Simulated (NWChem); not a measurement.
System: CaHSCl; SMILES [SH][Ca][Cl]

NWChem input:

```
start job
memory heap 200 mb stack 900 mb global 1100 mb
geometry units angstroms noautosym nocenter noautoz
  Ca     0.504014     0.016695     0.024327
  Cl    -0.304943    -2.293880    -0.008378
  S      0.403977     2.592074    -0.033817
  H     -0.945732     2.677575    -0.013602
end
basis spherical
  * library def2-svpd
end
dft
  xc xpbe96 cpbe96
  iterations 150
end
property
  response 1 0.0
end
task dft property
```

Parts of the log:

```
             Northwest Computational Chemistry Package (NWChem) 7.3.0
             --------------------------------------------------------

                             Geometry "geometry" -> ""
                             -------------------------

 Output coordinates in angstroms (scale by  1.889725989 to convert to a.u.)

  No.       Tag          Charge          X              Y              Z
 ---- ---------------- ---------- -------------- -------------- --------------
    1 Ca                  20.0000     0.50401400     0.01669500     0.02432700
    2 Cl                  17.0000    -0.30494300    -2.29388000    -0.00837800
    3 S                   16.0000     0.40397700     2.59207400    -0.03381700
    4 H                    1.0000    -0.94573200     2.67757500    -0.01360200

 Effective nuclear repulsion energy (a.u.)     179.8737956490

  pbe96 is a nonlocal functional; adding pw91lda local functional.
                              NWChem Property Module
                              ----------------------

                                 NWChem DFT Module
                                 -----------------

 Summary of "ao basis" -> "ao basis" (spherical)
 ------------------------------------------------------------------------------
       Tag                 Description            Shells   Functions and Types
 ---------------- ------------------------------  ------  ---------------------
 Ca                        def2-svpd                11       27   5s4p2d
 Cl                        def2-svpd                11       27   5s4p2d
 S                         def2-svpd                11       27   5s4p2d
 H                         def2-svpd                 4        8   2s2p

            General Information
            -------------------
          SCF calculation type: DFT
          Wavefunction type:  closed shell.
          No. of atoms     :     4
          No. of electrons :    54
           Alpha electrons :    27
            Beta electrons :    27
          Charge           :     0
          Spin multiplicity:     1
          Use of symmetry is: off; symmetry adaption is: off
          Maximum number of iterations: 150
          AO basis - number of functions:    89
                     number of shells:    37
          Convergence on energy requested:  1.00D-06
          Convergence on density requested:  1.00D-05
          Convergence on gradient requested:  5.00D-04

              XC Information
              --------------
          PerdewBurkeErnzerhof Exchange Functional  1.000
            Perdew 1991 LDA Correlation Functional  1.000 local
           PerdewBurkeErnz. Correlation Functional  1.000 non-local

             Grid Information
             ----------------
          Grid used for XC integration:  medium
          Radial quadrature: Mura-Knowles
          Angular quadrature: Lebedev.
          Tag              B.-S. Rad. Rad. Pts. Rad. Cut. Ang. Pts.
          ---              ---------- --------- --------- ---------
          Ca                  1.80      112          13.0       590
          Cl                  1.00       88          15.0       590
          S                   1.00       88          15.0       590
          H                   0.35       45          14.0       434
          Grid pruning is: on
          Number of quadrature shells:   333
          Spatial weights used:  Erf1

      Superposition of Atomic Density Guess
      -------------------------------------

 Sum of atomic energies:       -1533.84140443

      Non-variational initial energy
      ------------------------------

 Total energy =   -1534.109461
 1-e energy   =   -2468.921676
 2-e energy   =     754.938419
 HOMO         =      -0.341817
 LUMO         =      -0.105187

   convergence    iter        energy       DeltaE   RMS-Dens  Diis-err
 ---------------- ----- ----------------- --------- --------- ---------
 d= 0,ls=0.0,diis     1  -1535.7193090871 -1.72D+03  2.24D-02  4.97D-01
 d= 0,ls=0.0,diis     2  -1535.5166799918  2.03D-01  1.69D-02  1.55D+00
 d= 0,ls=0.0,diis     3  -1535.7856598314 -2.69D-01  3.56D-03  3.61D-02
 d= 0,ls=0.0,diis     4  -1535.7923558047 -6.70D-03  8.28D-04  4.95D-03
 d= 0,ls=0.0,diis     5  -1535.7933075796 -9.52D-04  1.92D-04  3.04D-04
  Resetting Diis
 d= 0,ls=0.0,diis     6  -1535.7933583247 -5.07D-05  5.68D-05  1.92D-05
 d= 0,ls=0.0,diis     7  -1535.7933612091 -2.88D-06  4.44D-05  1.52D-06
 d= 0,ls=0.0,diis     8  -1535.7933606602  5.49D-07  2.84D-05  4.40D-06
 d= 0,ls=0.0,diis     9  -1535.7933614937 -8.34D-07  2.19D-06  3.22D-08

         Total DFT energy =    -1535.793361493735
      One electron energy =    -2473.609316722321
           Coulomb energy =      847.854849704528
    Exchange-Corr. energy =      -89.912690124984
 Nuclear repulsion energy =      179.873795649042

 Numeric. integr. density =       53.999991406375

                       DFT Final Molecular Orbital Analysis
                       ------------------------------------

[...]

 DFT Linear Response polarizability / au
 Frequency  =       0.0000000 / au
              X              Y              Z
 -----------------------------------------------
 X      58.2378692      3.8288270      0.1108404
 Y       3.8288257     97.2329209     -0.2084878
 Z       0.1108478     -0.2084901     63.2135196
 -----------------------------------------------
 Eigenvalues =      57.8622992     97.6064336     63.2155769
 Isotropic   =      72.8947699
 Anisotropic =      37.3562902
 -----------------------------------------------

 Magnetic Dipole Response Matrix (nonzero elements):

 Exiting AOResponse driver routine
```

Level: PBE/def2-SVPD. Coordinates come from a PBE0/def2-SVP optimisation.
